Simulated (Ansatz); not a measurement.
Start from `COCS[SiH3]` and change one atom or group to get `CO[CH2][GaH][OH]`.

Ansatz, PBE0-D4/def2-TZVP geometries, multiplicity 1. Each molecule was computed in one conformer, which needn't be the lowest.

Scalar relativity is left out up to krypton.

| property | `COCS[SiH3]` |
| --- | --- |
| LUMO energy (PBE/def2-TZVPP) / eV | -0.66 |
| LUMO energy (ωB97M-V/def2-TZVPP) / eV | 2.01 |
| size of the dipole moment (ωB97M-V/def2-TZVPP) / D | 1.11 |
| HOMO energy (PBE/def2-TZVPP) / eV | -5.94 |
| size of the dipole moment (PBE/def2-TZVPP) / D | 1.20 |
| HOMO–LUMO gap (PBE/def2-TZVPP) / eV | 5.28 |

Give the same properties after the change, and the shifts. (An estimate is asked.)

Computed: 
```csv
property,`CO[CH2][GaH][OH]`,shift
LUMO energy (PBE/def2-TZVPP) / eV,-1.64,-0.98
LUMO energy (ωB97M-V/def2-TZVPP) / eV,0.81,-1.20
size of the dipole moment (ωB97M-V/def2-TZVPP) / D,1.32,0.21
HOMO energy (PBE/def2-TZVPP) / eV,-5.49,0.45
size of the dipole moment (PBE/def2-TZVPP) / D,1.12,-0.08
HOMO–LUMO gap (PBE/def2-TZVPP) / eV,3.85,-1.43
```

With PBE0 the HOMO rises by 0.29 eV and the LUMO falls by 1.11 eV, so the gap narrows by about 1.40 eV. PBE moves the HOMO by 0.45 eV and ωB97M-V by 0.21 eV. Dipoles are sizes alone; their direction can turn.
